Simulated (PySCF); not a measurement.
# Working out the ionisation energy of Mn⁺

Mn⁺ [Ar] 3d5 4s1 (7S) → Mn²⁺ [Ar] 3d5 (6S). Calculation: PySCF 2.14, in aug-cc-pVTZ-DK (8s7p5d3f2g, 93 functions); the spin-free X2C one-electron Hamiltonian (Gaussian nucleus). Frozen: [Ar]. Energies in hartree (1 hartree = 27.21139 eV):

```json
{"part": "UHF", "Mn⁺ (lower)": "-1157.161987", "Mn²⁺ (upper)": "-1156.616058"}
{"part": "CCSD correlation", "Mn⁺ (lower)": "-0.092619", "Mn²⁺ (upper)": "-0.074564"}
{"part": "(T)", "Mn⁺ (lower)": "-0.001492", "Mn²⁺ (upper)": "-0.000799"}
```

**Question.** What does Hartree-Fock give?

**Answer.** (-1156.616058) − (-1157.161987) = 0.545929 hartree = 14.855 eV.

**Question.** What do CCSD and CCSD(T) give?

**Answer.** The CCSD correlation energies differ by 0.018055 hartree = 0.491 eV and the triples by 0.000693 hartree = 0.019 eV, so CCSD gives 15.346 eV and CCSD(T) 15.365 eV.

Measured between the centres of the two terms (NIST): 15.640 eV, so CCSD(T) (valence) is off by -0.275 eV.

What remains against the reference includes basis incompleteness, the frozen core and higher excitations.
